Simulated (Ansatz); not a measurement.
Species: HBBr$_{2}$, SMILES `BrBBr` (charge 0, multiplicity 1).

Give a relaxed geometry from B3LYP-D3(BJ)/def2-TZVP in Ansatz (a quantum-chemistry and plane-wave program).

the end point of this relaxation (outside a Z-matrix the atoms follow the SMILES, hydrogens last).
Z-matrix (Å, degrees):
```
B
H 1 1.1801
Br 1 1.9017 2 119.19
Br 1 1.9017 2 119.19 3 179.91
```
